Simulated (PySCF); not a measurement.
The multiplicity is imposed and other spin states were not computed.

Cartesian coordinates (Å):
```xyz
6

Ag    -0.0476     0.0102     0.0200
N     -1.9938     0.4267     0.8392
H     -2.5845     0.9388     0.1814
H     -1.9388     0.9915     1.6887
H     -2.4969    -0.4281     1.0845
Cl     2.0079    -0.4297    -0.8451
```
Charge 0, multiplicity 1.

Give the total energy, charge on the central atom (Mulliken), dipole moment, HOMO–LUMO gap, LUMO and HOMO at the level PBE-D3(BJ)/def2-TZVP // r2SCAN-D4/def2-SVP (PySCF).


* **total energy**: -663.6225 Ha
* **charge on the central atom (Mulliken)**: 0.24 e
* **dipole moment**: 9.17 D
* **HOMO–LUMO gap**: 3.54 eV
* **LUMO**: -1.92 eV
* **HOMO**: -5.47 eV
